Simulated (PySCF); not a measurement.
Job file and geometry (Å, from PBE0-D3(BJ)/def2-SVP) of an NMR shielding run on H$_{2}$Na$_{2}$S$_{2}$, GIAO PBE0/pcSseg-1 NMR shielding, non-relativistic, gas phase in PySCF; density fitting, a coarse starting grid and PySCF grid level 2 are the driver's defaults:

```
{"job": {"kind": "nmr", "xc": "PBE0", "basis": "pcSseg-1"}, "charge": 0, "multiplicity": 1}
Na     1.094663     1.118349     0.264690
S      1.042451    -0.684570    -1.667631
Na    -1.200908    -1.083144    -0.327574
S     -1.144393     0.716790     1.607210
H      0.557323     0.090452    -2.663251
H     -0.656490    -0.062660     2.598158
```

Q: Write the output of this run.

A: 
```
coarse grid: 7736 points
cycle   1  E = -1121.6848239710  dE = -9.906e-02  |g| = 4.321e-01  |ddm| = 1.850e+00
cycle   2  E = -1121.6815554748  dE =  3.268e-03  |g| = 4.993e-01  |ddm| = 1.353e+00
cycle   3  E = -1121.7538613800  dE = -7.231e-02  |g| = 2.430e-02  |ddm| = 6.662e-01
cycle   4  E = -1121.7539932177  dE = -1.318e-04  |g| = 3.225e-03  |ddm| = 2.937e-02
cycle   5  E = -1121.7539958335  dE = -2.616e-06  |g| = 1.751e-03  |ddm| = 6.593e-03
final grid: 56864 points
cycle   6  E = -1121.7817588786  dE = -1.837e-05  |g| = 5.245e-03  |ddm| = 1.752e-02
cycle   7  E = -1121.7817598970  dE = -1.018e-06  |g| = 4.253e-03  |ddm| = 8.576e-03
cycle   8  E = -1121.7817633257  dE = -3.429e-06  |g| = 4.081e-04  |ddm| = 4.595e-03
cycle   9  E = -1121.7817633603  dE = -3.460e-08  |g| = 2.971e-05  |ddm| = 4.592e-04
cycle  10  E = -1121.7817633605  dE = -1.667e-10  |g| = 6.887e-06  |ddm| = 4.541e-05
converged SCF energy = -1121.7817633605

GIAO shielding tensors (ppm)
atom      isotropic    diamagn.    paramagn.     s11        s22        s33       span
  0 Na     531.639     629.173     -97.534    487.179    521.727    586.012     98.833
  1 S      868.300    1057.501    -189.201    790.691    810.658   1003.552    212.861
  2 Na     531.768     629.151     -97.383    487.378    521.908    586.017     98.639
  3 S      868.161    1057.521    -189.360    790.344    810.927   1003.212    212.868
  4 H       33.332      30.257       3.075     26.873     27.675     45.447     18.574
  5 H       33.331      30.237       3.095     26.875     27.687     45.432     18.557
```

Size and cost of the density-fitted run: 90 basis functions, 4.8 s wall time on 1 thread of an Arm Neoverse V1, shared host.
